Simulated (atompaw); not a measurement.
What the settings do to the PAW (atompaw) potential of Mn (Z = 25)

Base potential:

atompaw 4.2.0.5 input, output lines left out:

```
Mn 25
GGA-PBE scalarrelativistic loggrid 1500 logderivrange -3 5 201
4 4 3 0 0 0
4 0 0.5
4 1 0
3 2 5
0 0 0
c
c
c
v
c
c
v
v
2
2.25 1.75 2.20 2.20
y
1.05
n
y
-0.15
n
y
-0.8
n
custom rrkj gramschmidtortho besselshape
3 0 troulliermartins
2.25
2.25
2.15
2.15
2.25
1.35
```

Cutoffs, loose and tight: the cutoffs (Ry, on a coarse ladder) from which the occupation-weighted sum of valence levels, in a spherical-Bessel basis at the reference potential, stays within 10 and 1 mRy of its value at 400 Ry. They see the waves, projectors and local potential, not the compensation charge or the core. A dash means not determined.

A true bound ghost makes a file unfit for plane-wave use even where its test errors are small: the radial tests pick states by their node count and pass the ghost by.

| change | outcome | cutoff, loose | cutoff, tight | bound ghosts |
| --- | --- | --- | --- | --- |
| base | generated | 18 Ry | 25 Ry | p |
| local potential troulliermartins scheme with l = 3 at 0 Ry, radius 0.96 bohr | failed: atompaw: The overlap operator has at least one negative eigenvalue! | – | – | – |
| local potential troulliermartins scheme with l = 3 at 0 Ry, radius 1.14 bohr | failed: atompaw: The overlap operator has at least one negative eigenvalue! | – | – | – |
| local potential troulliermartins scheme with l = 3 at 0 Ry, radius 1.30 bohr | failed: atompaw: The overlap operator has at least one negative eigenvalue! | – | – | – |
| local potential troulliermartins scheme with l = 3 at 0 Ry, radius 1.46 bohr | generated | 18 Ry | 25 Ry | s, p |
| local potential troulliermartins scheme with l = 3 at 0 Ry, radius 1.62 bohr | generated | 18 Ry | 25 Ry | s, p |
| local potential troulliermartins scheme with l = 3 at 0 Ry, radius 1.76 bohr | generated | 18 Ry | 25 Ry | p, s |
| local potential troulliermartins scheme with l = 3 at 0 Ry, radius 1.86 bohr | generated | 18 Ry | 25 Ry | p |
| local potential troulliermartins scheme with l = 3 at 0 Ry, radius 2.06 bohr | generated | 18 Ry | 25 Ry | p |

Reading the sweep of the r_vloc (base included, trends over the rows without a ghost): Bound ghosts are found at 1.46, 1.62, 1.76, 1.86, 2.06, 2.2 bohr. Every judged row has one, so this setting neither creates nor removes them. The generation fails at 0.96, 1.14, 1.3 bohr.
